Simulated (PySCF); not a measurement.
## Frontier levels across methods

Compound: C6H8N2.
SMILES with atom numbers: `[CH3:1][NH:2][c:3]1[cH:4][cH:5][n:6][cH:7][cH:8]1` (hydrogens: H9, H10, H11 on C1; H12 on N2; H13 on C4; H14 on C5; H15 on C7; H16 on C8)

Geometry (PBE0-D3(BJ)/def2-SVP, Å), atoms numbered from 1 in this order:
```xyz
16
C6H8N2 angstrom
C      2.785    0.301   -0.053
N      1.681   -0.567   -0.338
C      0.380   -0.239   -0.103
C     -0.651   -1.183   -0.288
C     -1.965   -0.807   -0.056
N     -2.344    0.409    0.341
C     -1.369    1.297    0.518
C     -0.015    1.044    0.322
H      2.694    1.257   -0.596
H      3.716   -0.175   -0.386
H      2.886    0.536    1.024
H      1.879   -1.544   -0.498
H     -0.418   -2.200   -0.615
H     -2.765   -1.543   -0.201
H     -1.678    2.297    0.846
H      0.715    1.834    0.499
```

Basis pcSseg-1 throughout (PySCF), one geometry. Geometry: PBE0-D3(BJ)/def2-SVP, one conformer, isolated molecule.

**Question.** How do the orbital energies, the gap and the dipole change with the method?

**Answer.** 
| method | kind | HOMO (eV) | LUMO (eV) | gap (eV) | μ (D) | SCF cycles |
| --- | --- | --- | --- | --- | --- | --- |
| BLYP | GGA | -5.05 | -0.91 | 4.14 | 4.64 | 15 |
| PBE | GGA | -5.22 | -1.08 | 4.15 | 4.68 | 15 |
| LDA | LDA | -5.41 | -1.33 | 4.08 | 4.83 | 15 |
| B97-2 | global hybrid | -6.07 | -0.20 | 5.87 | 4.61 | 13 |
| B3LYP | global hybrid | -6.08 | -0.35 | 5.73 | 4.60 | 14 |
| PBE0 | global hybrid | -6.30 | -0.16 | 6.13 | 4.63 | 14 |
| mPW1PW91 | global hybrid | -6.33 | -0.18 | 6.15 | 4.62 | 14 |
| HF | Hartree–Fock | -8.59 | 3.53 | 12.13 | 4.39 | 11 |
| LC-wPBE | range-separated hybrid | -8.77 | 1.97 | 10.74 | 4.57 | 15 |

The HOMO spans 3.72 eV, from BLYP down to LC-wPBE, and the gap runs from 4.08 eV (LDA) to 12.13 eV (HF). Over the methods BLYP (0 %), PBE (0 %), LDA (0 %), B97-2 (21 %), B3LYP (20 %), PBE0 (25 %), mPW1PW91 (25 %), HF (100 %), a straight line through the gap against the share of exact exchange rises by 0.80 eV for each 10 % (correlation coefficient 1.000). The dipole ranges from 4.39 D (HF) to 4.83 D (LDA). This basis has no diffuse functions.

The vertical ΔSCF ionisation energy at CAM-B3LYP/def2-SVPD is 8.20 eV; −ε(HOMO) comes closest to it with HF (8.59 eV).
